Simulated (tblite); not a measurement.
C3H11GeNSe.
Atom-mapped SMILES: `[CH3:1][Se:2][GeH2:3][N:4]([CH3:5])[CH3:6]` (hydrogens: H7, H8, H9 on C1; H10, H11 on Ge3; H12, H13, H14 on C5; H15, H16, H17 on C6)

Computed with GFN2-xTB (tblite), gas phase: L-BFGS steps from a force-field or distance-geometry start until the largest atomic force falls under 0.01 eV/Å.

Step 37: E = -546.0453 eV
```
atom  x, y, z in Å  |  force x, y, z in eV/Å
C1      3.1130   -0.2785    0.6866    0.009   0.025  -0.034
Se2     1.5914   -1.4557    1.0776   -0.116  -0.039  -0.094
Ge3     0.2023   -0.9197   -0.8073   -0.023   0.126   0.036
N4     -1.2483    0.1540   -0.4652    0.065   0.041  -0.020
C5     -2.4211   -0.4344    0.1511    0.129   0.028  -0.065
C6     -1.0103    1.5237   -0.0369    0.025  -0.031   0.033
H7      3.5217   -0.5189   -0.2888   -0.007  -0.023  -0.073
H8      3.8657   -0.4504    1.4499   -0.023  -0.046   0.048
H9      2.7895    0.7560    0.7199   -0.026   0.075  -0.015
H10    -0.4059   -2.1209   -1.4975    0.053  -0.018   0.097
H11     1.0594   -0.1533   -1.8011   -0.022   0.024   0.065
H12    -2.5235   -1.4576   -0.2125   -0.043   0.005   0.031
H13    -3.3013    0.1405   -0.1497   -0.023  -0.068   0.047
H14    -2.3664   -0.4516    1.2461   -0.004  -0.011  -0.008
H15    -0.6199    2.1060   -0.8757    0.040  -0.067   0.041
H16    -1.9481    1.9691    0.2918   -0.026   0.048  -0.094
H17    -0.3054    1.6038    0.8007   -0.009  -0.069   0.004
```

Step 38: E = -546.0498 eV
```
atom  x, y, z in Å  |  force x, y, z in eV/Å
C1      3.1009   -0.2756    0.6850    0.016   0.027  -0.031
Se2     1.5687   -1.4341    1.0816   -0.109  -0.068  -0.041
Ge3     0.2018   -0.9161   -0.8154   -0.052   0.174   0.026
N4     -1.2539    0.1591   -0.4765    0.163  -0.038  -0.046
C5     -2.4154   -0.4347    0.1548    0.122   0.032  -0.096
C6     -1.0045    1.5210   -0.0354   -0.024  -0.037   0.039
H7      3.5002   -0.5279   -0.2909    0.013  -0.001  -0.080
H8      3.8550   -0.4520    1.4456   -0.016  -0.060   0.053
H9      2.7906    0.7628    0.7175   -0.030   0.078  -0.033
H10    -0.3995   -2.1182   -1.5050    0.038  -0.043   0.081
H11     1.0686   -0.1553   -1.8059   -0.035   0.025   0.066
H12    -2.5087   -1.4619   -0.1985   -0.057  -0.008   0.026
H13    -3.3016    0.1292   -0.1495   -0.038  -0.069   0.074
H14    -2.3530   -0.4418    1.2491   -0.006  -0.002  -0.002
H15    -0.6011    2.1051   -0.8661    0.051  -0.059   0.049
H16    -1.9438    1.9665    0.2855   -0.044   0.102  -0.084
H17    -0.3114    1.5859    0.8132    0.009  -0.054   0.000
```

**Question.** Estimate the geometry and energy of step 39. (The exact step hangs on the optimiser's Hessian estimate; all steps are aligned on step 38, rigid shifts and turns removed.)

**Answer.** E = -546.0558 eV, largest force 0.251 eV/Å
```
atom  x, y, z in Å  |  force x, y, z in eV/Å
C1      3.0861   -0.2719    0.6821    0.013   0.022  -0.025
Se2     1.5394   -1.4096    1.0829   -0.072  -0.083   0.034
Ge3     0.2010   -0.9074   -0.8246   -0.073   0.170  -0.007
N4     -1.2592    0.1659   -0.4891    0.216  -0.114  -0.057
C5     -2.4071   -0.4350    0.1586    0.067   0.015  -0.104
C6     -0.9971    1.5180   -0.0330   -0.076  -0.023   0.038
H7      3.4736   -0.5391   -0.2948    0.036   0.035  -0.067
H8      3.8404   -0.4556    1.4414   -0.021  -0.066   0.037
H9      2.7910    0.7716    0.7134   -0.025   0.053  -0.052
H10    -0.3878   -2.1164   -1.5094    0.021  -0.055   0.064
H11     1.0779   -0.1551   -1.8115   -0.041   0.036   0.058
H12    -2.4899   -1.4669   -0.1823   -0.063  -0.023   0.014
H13    -3.3038    0.1124   -0.1469   -0.027  -0.058   0.090
H14    -2.3393   -0.4322    1.2529    0.013   0.014  -0.012
H15    -0.5745    2.1009   -0.8542    0.063  -0.038   0.060
H16    -1.9383    1.9681    0.2746   -0.050   0.149  -0.072
H17    -0.3193    1.5642    0.8291    0.019  -0.032   0.000
```

The energy changes by -0.0059 eV. The first-order estimate −F·Δx gives -0.0081 eV and the mean of the old and new forces, exact on a quadratic surface, -0.0060 eV. The step makes an angle of 77° with the force vector and moves no atom by more than 0.038 Å.

The cost below is that of the whole relaxation. On an Arm Neoverse N1 with one thread (shared host), this took 1.1 s wall.
